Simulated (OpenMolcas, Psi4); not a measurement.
# GeH2 (SMILES [GeH2]): methods side by side

GeH2: 3 atoms, total charge 0, spin state singlet. As SMILES, `[GeH2]`. Geometry: relaxed at PBE0-D4/def2-TZVP.

```xyz
3

Ge   -0.5701    0.4051   -0.2637
H     0.7830    0.7436    0.5090
H    -0.2129   -1.1487   -0.2453
```

Each level gives the HOMO–LUMO gap (eV). The values are calculated.

```csv
level,kind,program,value (eV),CPU time
HF/def2-TZVPPD,Hartree–Fock,Psi4,9.37,3.7 s
SVWN5/def2-TZVPPD,LDA,Psi4,1.78,6.8 s
TPSS/def2-TZVPPD,meta-GGA,Psi4,2.21,27 s
B3LYP/def2-TZVPPD,global hybrid,Psi4,3.45,16 s
PBE0/def2-TZVPPD,global hybrid,Psi4,3.86,16 s
CAM-B3LYP/def2-TZVPPD,range-separated hybrid,Psi4,6.21,24 s
B2PLYP/def2-TZVPPD,double hybrid,OpenMolcas,5.92,11 s
DSD-PBEP86/def2-TZVPPD (density fitting for correlation),double hybrid,Psi4,7.33,10 s
```

All-electron rows without a relativistic Hamiltonian named are non-relativistic. The values span 1.78 to 9.37 eV. Orbital gaps aren't excitation energies, and those of double hybrids come from the SCF part alone; they tend to grow with the share of exact exchange. Times are those of the runs behind each value, whatever else they computed, on shared processors of several kinds: orders of magnitude only.
